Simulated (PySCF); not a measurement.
Isomers of C3H10Si3. Theory: PBE0-D3(BJ)/def2-SVP geometry optimisation, gas phase (PySCF 2.14.0). One conformer each; no zero-point energy, no entropy. No frequencies were run at this level. Point groups hold within 0.08 Å.

Task: Rank from lowest to highest electronic energy at this level (kcal/mol).
A. `[SiH3:1][C:2]#[C:3][SiH2:4][CH2:5][SiH3:6]` with C3–Si4–C5–Si6 58°
B. `[CH3:1][C:2]#[C:3][SiH2:4][SiH2:5][SiH3:6]` with C3–Si4–Si5–Si6 53°
C. `[SiH3][SiH](C#CC)[SiH3]`

Result: A (0.0), B (2.4), C (2.9).

As drawn, the highest has an Si–Si bond, which the lowest lacks. Neighbours under 2.5 kcal/mol apart ([SiH3]C#C[SiH2]C[SiH3] and CC#C[SiH2][SiH2][SiH3]; CC#C[SiH2][SiH2][SiH3] and CC#C[SiH]([SiH3])[SiH3]) can change places with a better method, another conformer or zero-point energy.

```json
{"SMILES": "[SiH3]C#C[SiH2]C[SiH3]", "E (Eh)": "-987.89426", "E rel (kcal/mol)": "0.0", "dipole (D)": "0.81", "point group": "C1", "A, B, C (MHz)": "2810, 707.1, 588.8"}
{"SMILES": "CC#C[SiH2][SiH2][SiH3]", "E (Eh)": "-987.89044", "E rel (kcal/mol)": "2.4", "dipole (D)": "1.62", "point group": "C1", "A, B, C (MHz)": "2074, 959.1, 714.2"}
{"SMILES": "CC#C[SiH]([SiH3])[SiH3]", "E (Eh)": "-987.88971", "E rel (kcal/mol)": "2.9", "dipole (D)": "1.73", "point group": "near Cs", "A, B, C (MHz)": "1834, 988.8, 699.3"}
```

Task: How do the relative energies change in single points at PBE0/pcSseg-1 (no added dispersion term) on the same geometries?

Result: 
```tsv
SMILES	PBE0-D3(BJ)/def2-SVP (kcal/mol)	PBE0/pcSseg-1 (kcal/mol)	shift
[SiH3]C#C[SiH2]C[SiH3]	0.0	0.0	0.0
CC#C[SiH2][SiH2][SiH3]	2.4	3.4	+1.0
CC#C[SiH]([SiH3])[SiH3]	2.9	3.6	+0.7
```

Each column counts from its own lowest isomer. The order is unchanged; the largest shift is 1.0 kcal/mol.

Task: As an exercise, what shares would exp(−E/RT) give at 500 K from these electronic energies alone (no entropy, no degeneracies)?

Result: RT = 0.994 kcal/mol: [SiH3]C#C[SiH2]C[SiH3] 87.3 %, CC#C[SiH2][SiH2][SiH3] 7.8 %, CC#C[SiH]([SiH3])[SiH3] 4.9 %.
